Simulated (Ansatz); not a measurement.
Ansatz (a program for electronic structure) input (B2GP-PLYP/def2-TZVPD):

Ansatz 0.2 input:
```yaml
crystal:
  periodic: [false, false, false]
  atoms:
    - {symbol: N, position_ang: [-1.11756813, -1.20736291, -0.23075622]}
    - {symbol: B, position_ang: [0.04370508, -0.41922520, -0.14756916]}
    - {symbol: N, position_ang: [1.33292678, -0.85838705, -0.49639707]}
    - {symbol: Cl, position_ang: [-0.13254556, 1.27139538, 0.44753690]}
    - {symbol: H, position_ang: [-1.12163014, -2.16016762, -0.54999633]}
    - {symbol: H, position_ang: [-2.02006455, -0.85345721, 0.02903814]}
    - {symbol: H, position_ang: [1.53262728, -1.78217387, -0.83772563]}
    - {symbol: H, position_ang: [2.13630601, -0.26154698, -0.42152463]}
basis:
  gaussian:
    orbitals: def2-TZVPD
hamiltonian:
  xc: {name: B2GP-PLYP}
magnetization: {spin_polarized: false}
correlation: {electrons: outside_noble_gas}
```

Output:

```
Functional definition: B2GP-PLYP
integrals: 0.26 GiB planned
1286 factors; integrals over basis functions are off by at most 1.3e-3 eV
0.32 GiB of the device are held for the grids
1.09 GiB of device memory are held for the factors and their scratch space
mean field: 1.07 GiB planned
mean field evaluation 1: about -16227.4091 eV, gradient 5.6e1 eV
mean field evaluation 2: about -16227.4537 eV, gradient 5.6e1 eV
mean field evaluation 4: about -16233.3018 eV, gradient 2.8e0 eV
mean field evaluation 8: about -16233.3248 eV, gradient 1.6e-1 eV
mean field evaluation 16: about -16233.3248 eV, gradient 1.9e-5 eV
mean field -16233.32484904 eV, -596.5636848593 hartree, gradient 3.2e-6 eV, S^2 0.000000; 0 other end points of the search recorded, 0 dependent functions left out
8 core orbitals not correlated
reference -16233.32497492 eV, -596.5636894856 hartree; 12, 12 occupied and 173, 173 virtual orbitals, 1286 factors
second order -22.00353849 eV of doubles, -0.00000000 eV of singles
Total energy: -16241.24624878 eV, -596.8547909306 hartree
```
